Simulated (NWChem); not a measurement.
# C$_{3}$H$_{6}$BN; SMILES NB1C=CC1

```xyz
11

N      0.0340    -1.9168    -0.0005
B      0.0406    -0.5257     0.0008
C      1.1185     0.6026     0.0007
C      0.1114     1.5060    -0.0009
C     -1.1124     0.6047     0.0005
H     -0.8182    -2.4610    -0.0010
H      0.8789    -2.4725    -0.0009
H      2.1973     0.7792     0.0006
H      0.1461     2.6064    -0.0029
H     -1.7545     0.6927     0.8943
H     -1.7560     0.6912    -0.8924
```
Atoms are numbered in this order, from 1.

Level: PBE0/def2-SVP (NWChem), optimised geometry, unscaled harmonic frequencies. 

```tsv
frequency (cm⁻¹)	IR intensity (km/mol)
92	6.0
318	3.3
449	19.3
514	160.1
600	2.8
603	0.1
748	61.3
780	3.9
842	0.3
911	0.2
975	3.6
1001	1.4
1059	3.1
1102	6.3
1104	38.6
1163	11.6
1316	3.3
1418	32.7
1461	108.0
1607	241.0
1619	22.7
3054	28.9
3106	17.1
3131	34.9
3221	10.8
3635	43.7
3741	37.6
```

| Property | Result |
|---|---|
| zero-point energy | 56.5 kcal/mol |
| thermal correction to the enthalpy at 298.15 K (with zero-point energy) | 60.4 kcal/mol |
| heat capacity Cv | 19.0 cal/(mol K) |
| entropy at 298.15 K and 1 atm (symmetry number 1) | 72.1 cal/(mol K) |
| dipole moment | 1.64 D |

Rigid rotor and harmonic oscillator; modes under 100 cm⁻¹ make the entropy uncertain.
